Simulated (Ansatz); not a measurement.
TiBr₂Cl₂⁺, relaxed as a doublet with UKS PBE-D4/def2-SVP in Ansatz, starting from the PBE-D4/def2-SVP geometry of the neutral singlet. Force threshold 0.02 eV/Å.

Start:

| atom | x (Å) | y (Å) | z (Å) |
| --- | --- | --- | --- |
| Ti1 | -0.036 | 0.014 | -0.011 |
| Br2 | 1.769 | -0.364 | -1.432 |
| Br3 | 0.568 | -0.572 | 2.159 |
| Cl4 | -1.724 | -1.194 | -0.646 |
| Cl5 | -0.577 | 2.116 | -0.070 |

| step | energy (eV) | largest force component (eV/Å) | SCF passes |
| --- | --- | --- | --- |
| 1 | -188185.9830 | 0.951 | 39 |
| 2 | -188186.0434 | 0.451 | 29 |
| 3 | -188186.1203 | 0.259 | 29 |
| 4 | -188186.1451 | 0.099 | 29 |
| 5 | -188186.1514 | 0.018 | 24 |

Force components are those of the run's own axes.

End:

```xyz
5

Ti   -0.2269    0.0909   -0.0706
Br    1.8839   -0.4663   -1.0701
Br    0.8801   -0.6408    1.9304
Cl   -1.8427   -1.1494   -0.6833
Cl   -0.6944    2.1656   -0.1064
```

By distances, no bond broke or formed. The bond that changes most is Ti1–Br2, from 2.33 to 2.40 Å (atoms count from 1).

No frequencies were taken in this run, so the end may be a saddle point.

It took 18 s on 2 threads of AMD EPYC 7R13 on a shared host.
